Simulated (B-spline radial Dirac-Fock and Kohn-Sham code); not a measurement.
**Binding energies of Ga at several levels of theory**

System: the Ga atom, configuration [Ar] 3d10 4s2 4p1.

The density-functional columns are spherical, spin-unpolarised Dirac-Kohn-Sham results without Breit or QED terms: −ε is minus the orbital energy of the initial state and ΔSCF the difference of two total energies, and "half-occupied" is minus the orbital energy with half an electron removed (Slater transition state). The reference in the last column comes from Dirac-Fock ΔSCF + Breit + QED. All numbers are from a radial B-spline solver, in eV; a selection of levels is shown. For the 1s level of heavy atoms much of the gap between ΔSCF and the reference is the Breit and QED part, -20.2 eV here; for other levels the error of the functional can be larger.

```
level   LDA −ε  LDA ΔSCF  LDA half-occupied   PBE −ε  PBE ΔSCF  Dirac-Fock
    K  10207.7   10394.8            10395.1  10226.9   10414.7     10375.9
   L1   1259.6    1287.0             1286.8   1261.8    1289.1      1313.7
   L2   1116.3    1150.6             1150.4   1117.0    1151.2      1152.1
   L3   1088.7    1122.1             1121.9   1089.3    1122.6      1125.0
   M1    147.4     157.0              156.9    148.1     157.7       171.0
   M2    101.1     110.6              110.4    101.3     110.7       117.8
   M3    97.45     106.8              106.7    97.65     107.0       114.2
   M4    19.69     28.28              28.11    19.43     27.99       25.25
   M5    19.22     27.78              27.61    18.97     27.50       24.82
   N1     9.17     13.33              13.27     8.95     13.06       11.16
 N2,3     2.73      5.88               5.82     2.58      5.69        5.44
```

Q: Order the estimates of the K (1s) level by their distance from the Dirac-Fock value, nearest first.
A. PBE −ε
B. LDA half-occupied
C. LDA −ε
D. PBE ΔSCF
E. LDA ΔSCF

A: E (19.0 eV), B (19.3 eV), D (38.8 eV), A (148.9 eV), C (168.2 eV).

Values without a named source are computed, but for edge energies of neutral atoms, which are taken from tables.
